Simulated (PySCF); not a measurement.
Si(F)(Cl)(OMe)(NH2) (CH5ClFNOSi), SMILES CO[Si](N)(F)Cl.

The structure is a stationary point at B3LYP-D3(BJ)/def2-SVP. The structure was generated by enumeration, and PubChem lists no compound with its InChIKey, so it may never have been made. The values are those of a single conformer.

Two levels are set side by side: TDDFT-PBE/def2-SVPD (PySCF) and TDDFT-ωB97X/def2-SVPD (PySCF). Vertical, same geometry. The lowest singlet is HOMO→LUMO 99 % with PBE and HOMO→LUMO 79 % with the other functional; states are paired by order. Differences are taken from unrounded values.

| quantity | TDDFT-ωB97X |
|---|---|
| lowest singlet excitation (eV) | 7.60 |
| lowest triplet excitation (TDA) (eV) | 7.29 |

Task: What does TDDFT-PBE give, and how far is it from TDDFT-ωB97X? (Estimate from the structure and the level; the computed values follow.)

Result: 
```tsv
quantity	TDDFT-PBE	TDDFT-PBE minus TDDFT-ωB97X
lowest singlet excitation (eV)	6.29	-1.31
lowest triplet excitation (TDA) (eV)	6.00	-1.28
```

A lower first singlet is the usual sign of a functional without exact exchange. Differences between two approximate levels are no errors against the true value.

Rough cost on one machine, each run with all the roots and properties that it gave: TDDFT-ωB97X against TDDFT-PBE about 10 times.
